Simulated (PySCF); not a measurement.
# Unknown compound

An unknown has the formula C$_{5}$H$_{13}$FSi$_{3}$. Its calculated NMR data are:

¹H NMR (400 MHz, computed): δ 5.98 (m, 1H), 5.57 (m, 1H), 4.64 (m, 1H), 4.59 (m, 1H), 4.06 (m, 1H), 3.91 (m, 1H), 3.74 (m, 1H), 3.59 (m, 1H), 2.29 (m, 1H), 1.08 (m, 1H), 0.12 (m, 3H).

¹³C{¹H} NMR (computed): δ 149.4 (C), 138.5 (CH), 95.0 (CH), 13.9 (CH2), -9.4 (CH3).

Computational details: coordinates at the GFN2-xTB level, NMR shieldings at PBE0/pcSseg-1/GIAO, in PySCF (single conformer, averaged over atoms made equivalent by symmetry, fast rotation or ring inversion, no relativistic terms, in vacuum).

δ = σ(ref) − σ, references computed at the same level: ¹H and ¹³C against TMS.

**Question.** Deduce the structure.

**Answer.** 
The formula gives 2 degrees of unsaturation (1 ring in the answer). 5 carbon signals for 5 carbons: no two carbons are equivalent. Carbon types of the structure: 1 × C, 2 × CH, 1 × CH2, 1 × CH3, leaving 6 H on heteroatoms. δC 149.4: fully substituted alkene carbon; the olefinic region. δC 138.5: alkene CH; as expected for a trigonal carbon in a double bond. δC 95.0: allylic sp3 CH bonded to F and Si; pulled downfield by the heteroatom. δC -9.4: methyl carbon bonded to Si; an electropositive neighbour leaves it electron-rich and shielded. δH 5.98: hydrogen on an alkene CH; attached to an sp2 carbon and in the plane of the double bond. δH 5.57: hydrogen on an allylic sp3 CH bonded to F and Si; its carbon carries F, an electronegative neighbour. δH 0.12: hydrogen on a methyl carbon bonded to Si; an electropositive neighbour shields it, as in TMS itself.

These data were computed for `InChI=1S/C5H13FSi3/c1-7-4-2-3-8-9-5(4)6/h2,5H,3,7-9H2,1H3/t5-/m0/s1`.

The data come from this structure; uniqueness wasn't tested.

Splittings by ¹⁹F in the carbon and heteronuclear signals aren't shown, as no couplings were computed. Shifts are as computed. Against solution values, carbons near 30 ppm lie about +3 ppm off and those near 130 ppm about +5 ppm. Of 1211 compounds with measured shifts, 218 miss one by over three times the rms of a fit or turn the order of signals round; such compounds aren't used in these exercises. No couplings were computed; multiplicities are counted from neighbouring protons, with m where these are inequivalent, close in shift, in a saturated or five-membered ring or joined by F or P, and br s for small geminal =CH2 splittings.
